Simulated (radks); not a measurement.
Trend from K to Kr: ionisation energy by Delta-SCF between NIST ground configurations, and size. All-electron calculation, scalar-relativistic Kohn-Sham, LDA (Slater exchange, Perdew-Wang correlation), spin-unpolarised, spherical densities, point nucleus. Program: a radial shooting solver on a logarithmic mesh with Libxc functionals.

[
 {"species": "K", "configuration": "[Ar] 4s1", "IE (eV)": "4.404", "NIST (eV)": "4.341", "kind": "exp.", "-e(HOMO) (eV)": "2.428 (4s)", "outermost": "4s", "<r> outermost (bohr)": "4.90", "r at 0.001 e/bohr^3 (bohr)": "4.41"},
 {"species": "Ca", "configuration": "[Ar] 4s2", "IE (eV)": "6.458", "NIST (eV)": "6.113", "kind": "exp.", "-e(HOMO) (eV)": "3.864 (4s)", "outermost": "4s", "<r> outermost (bohr)": "3.97", "r at 0.001 e/bohr^3 (bohr)": "5.06"},
 {"species": "Sc", "configuration": "[Ar] 3d1 4s2", "IE (eV)": "7.061", "NIST (eV)": "6.561", "kind": "exp.", "-e(HOMO) (eV)": "3.426 (3d)", "outermost": "4s", "<r> outermost (bohr)": "3.69", "r at 0.001 e/bohr^3 (bohr)": "4.95"},
 {"species": "Ti", "configuration": "[Ar] 3d2 4s2", "IE (eV)": "7.529", "NIST (eV)": "6.828", "kind": "exp.", "-e(HOMO) (eV)": "4.464 (3d)", "outermost": "4s", "<r> outermost (bohr)": "3.48", "r at 0.001 e/bohr^3 (bohr)": "4.83"},
 {"species": "V", "configuration": "[Ar] 3d3 4s2", "IE (eV)": "7.365", "NIST (eV)": "6.746", "kind": "exp.", "-e(HOMO) (eV)": "4.846 (4s)", "outermost": "4s", "<r> outermost (bohr)": "3.32", "r at 0.001 e/bohr^3 (bohr)": "4.72"},
 {"species": "Cr", "configuration": "[Ar] 3d5 4s1", "IE (eV)": "7.133", "NIST (eV)": "6.767", "kind": "exp.", "-e(HOMO) (eV)": "3.129 (3d)", "outermost": "4s", "<r> outermost (bohr)": "3.40", "r at 0.001 e/bohr^3 (bohr)": "4.48"},
 {"species": "Mn", "configuration": "[Ar] 3d5 4s2", "IE (eV)": "8.647", "NIST (eV)": "7.434", "kind": "exp.", "-e(HOMO) (eV)": "5.283 (4s)", "outermost": "4s", "<r> outermost (bohr)": "3.07", "r at 0.001 e/bohr^3 (bohr)": "4.53"},
 {"species": "Fe", "configuration": "[Ar] 3d6 4s2", "IE (eV)": "8.974", "NIST (eV)": "7.902", "kind": "exp.", "-e(HOMO) (eV)": "5.482 (4s)", "outermost": "4s", "<r> outermost (bohr)": "2.96", "r at 0.001 e/bohr^3 (bohr)": "4.45"},
 {"species": "Co", "configuration": "[Ar] 3d7 4s2", "IE (eV)": "6.690", "NIST (eV)": "7.881", "kind": "exp.", "-e(HOMO) (eV)": "5.674 (4s)", "outermost": "4s", "<r> outermost (bohr)": "2.87", "r at 0.001 e/bohr^3 (bohr)": "4.37"},
 {"species": "Ni", "configuration": "[Ar] 3d8 4s2", "IE (eV)": "6.548", "NIST (eV)": "7.640", "kind": "exp.", "-e(HOMO) (eV)": "5.860 (4s)", "outermost": "4s", "<r> outermost (bohr)": "2.78", "r at 0.001 e/bohr^3 (bohr)": "4.30"},
 {"species": "Cu", "configuration": "[Ar] 3d10 4s1", "IE (eV)": "8.428", "NIST (eV)": "7.726", "kind": "exp.", "-e(HOMO) (eV)": "4.858 (4s)", "outermost": "4s", "<r> outermost (bohr)": "2.89", "r at 0.001 e/bohr^3 (bohr)": "4.09"},
 {"species": "Zn", "configuration": "[Ar] 3d10 4s2", "IE (eV)": "10.184", "NIST (eV)": "9.394", "kind": "exp.", "-e(HOMO) (eV)": "6.220 (4s)", "outermost": "4s", "<r> outermost (bohr)": "2.63", "r at 0.001 e/bohr^3 (bohr)": "4.17"},
 {"species": "Ga", "configuration": "[Ar] 3d10 4s2 4p1", "IE (eV)": "5.883", "NIST (eV)": "5.999", "kind": "exp.", "-e(HOMO) (eV)": "2.733 (4p)", "outermost": "4p", "<r> outermost (bohr)": "3.38", "r at 0.001 e/bohr^3 (bohr)": "4.40"},
 {"species": "Ge", "configuration": "[Ar] 3d10 4s2 4p2", "IE (eV)": "7.630", "NIST (eV)": "7.899", "kind": "exp.", "-e(HOMO) (eV)": "4.047 (4p)", "outermost": "4p", "<r> outermost (bohr)": "2.88", "r at 0.001 e/bohr^3 (bohr)": "4.46"},
 {"species": "As", "configuration": "[Ar] 3d10 4s2 4p3", "IE (eV)": "9.320", "NIST (eV)": "9.789", "kind": "exp.", "-e(HOMO) (eV)": "5.342 (4p)", "outermost": "4p", "<r> outermost (bohr)": "2.55", "r at 0.001 e/bohr^3 (bohr)": "4.39"},
 {"species": "Se", "configuration": "[Ar] 3d10 4s2 4p4", "IE (eV)": "11.004", "NIST (eV)": "9.752", "kind": "exp.", "-e(HOMO) (eV)": "6.655 (4p)", "outermost": "4p", "<r> outermost (bohr)": "2.30", "r at 0.001 e/bohr^3 (bohr)": "4.28"},
 {"species": "Br", "configuration": "[Ar] 3d10 4s2 4p5", "IE (eV)": "12.704", "NIST (eV)": "11.814", "kind": "exp.", "-e(HOMO) (eV)": "8.002 (4p)", "outermost": "4p", "<r> outermost (bohr)": "2.10", "r at 0.001 e/bohr^3 (bohr)": "4.16"},
 {"species": "Kr", "configuration": "[Kr]", "IE (eV)": "14.434", "NIST (eV)": "14.000", "kind": "exp.", "-e(HOMO) (eV)": "9.390 (4p)", "outermost": "4p", "<r> outermost (bohr)": "1.94", "r at 0.001 e/bohr^3 (bohr)": "4.04"}
]

Reference values: NIST Atomic Spectra Database (measured). Spin polarisation and multiplet splitting are left out, so open shells lie too high by an amount that depends on their filling.

Beside tabulated values, note that spin-unpolarised runs miss the spin-polarisation part of the exchange energy of open shells.
